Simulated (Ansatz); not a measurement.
Reaction (ligand exchange at the Si–C bond): `C[SiH](S)CS` + HCl → `C[SiH](S)Cl` + CH₃SH

Computed with Ansatz on PBE0-D4/def2-TZVP structures; ΔE is electronic, products minus reactants. CCSD(T)/CBS is the MP2 limit (def2-TZVPP, def2-QZVPP) plus CCSD(T) − MP2 in def2-TZVPP, frozen cores. This one scheme is used for every species. Functionals use def2-TZVPP. One conformer a species, not always the lowest.

| level | ΔE (eV) |
| --- | --- |
| PBE0-D4 | -1.05 |
| HF/def2-TZVPP | -1.25 |
| MP2/def2-TZVPP | -1.04 |
| SCS-MP2/def2-QZVPP | -1.09 |

Problem. What does CCSD(T)/CBS give? (Best estimate.)

Solution. The calculation gave: -1.04 eV. The listed levels differ from it by -0.01, -0.21, 0.00, -0.05 eV.

Largest T1 diagnostic among the species: 0.011.

In def2-TZVPP, CCSD(T) changes the Hartree–Fock value by +0.24 eV (the triples alone add +0.03 eV) and MP2 by +0.21 eV. The D4 term adds +0.09 eV with B3LYP and +0.05 eV with PBE0; it sums over pairs of atoms, weighted by their polarisabilities, and B3LYP, whose exchange is more repulsive, gets the larger term.

B3LYP here is the variant with VWN-RPA as its local correlation; programs differ in this.
